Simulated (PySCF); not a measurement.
# Diatomic cations of F with group 15

CCSD(T) with triple-zeta basis sets in PySCF, for the lowest determinant that a PBE0 search found; no spin–orbit coupling. De refers to high-spin ground-configuration atoms (the charge goes to the atom of lower measured ionisation energy or higher electron affinity, which is not always the lowest computed limit).

| M | basis | reference, frozen orbitals | charged atom | state (unpaired electrons) | Re (Å) | ωe (cm⁻¹) | De (eV) |
| --- | --- | --- | --- | --- | --- | --- | --- |
| P | def2-TZVPPD | UHF, 6 | P+ | doublet (π ↑) | 1.513 | 1050 | 5.35 |
| As | def2-TZVPPD | UHF, 10 | As+ | doublet (π ↑) | 1.663 | 832 | 4.55 |
| Sb | def2-TZVPPD | UHF, 5 | Sb+ | doublet (π ↑) | 1.851 | 720 | 4.18 |

The shortest bond is that of PF⁺ (1.513 Å), the longest that of SbF⁺ (1.851 Å). PF⁺ is bound most strongly (5.35 eV) and SbF⁺ least (4.18 eV).

Down a group the atoms grow and get heavier, so bonds lengthen and wavenumbers fall; this series shows no clear exception.

Correlated steps freeze the inner cores (5 to 10 orbitals); shallow outer-core shells are correlated. These are scalar-relativistic numbers at best; spin–orbit coupling would shift them, the dissociation energy most. For an ion De counts to the pair picked by the measured ionisation energies or electron affinities, which need not be the lowest pair at this level. States were picked by a PBE0 search and need not be the measured ground states.
